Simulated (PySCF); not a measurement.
Zr(Cl)2(OH) (Cl2HOZr), SMILES [OH][Zr+]([Cl])[Cl], charge +1, multiplicity 1.

Geometry: B3LYP-D3(BJ)/def2-SVP. The spin state was assumed, not searched. The isomer is the one that the SMILES or the coordinates give; other isomers of the formula were not compared. The def2 effective core potentials stand for the cores of Zr; spin–orbit coupling is left out. Other conformers were not sampled.

Level of theory: ωB97X/def2-TZVPD run with PySCF.

Symmetry labels are those of the subgroup Cs that the program uses (full group Cs).

Computed valence orbital energies around the gap with their symmetry:
| orbital | symmetry | energy (eV) |
|---|---|---|
| HOMO−7 | A" | -19.06 |
| HOMO−6 | A' | -18.89 |
| HOMO−5 | A' | -18.28 |
| HOMO−4 | A" | -17.99 |
| HOMO−3 | A' | -17.50 |
| HOMO−2 | A' | -17.14 |
| HOMO−1 | A" | -17.08 |
| HOMO | A" | -16.66 |
| LUMO | A' | -6.53 |
| LUMO+1 | A" | -5.87 |
| LUMO+2 | A' | -5.44 |
| LUMO+3 | A' | -4.48 |
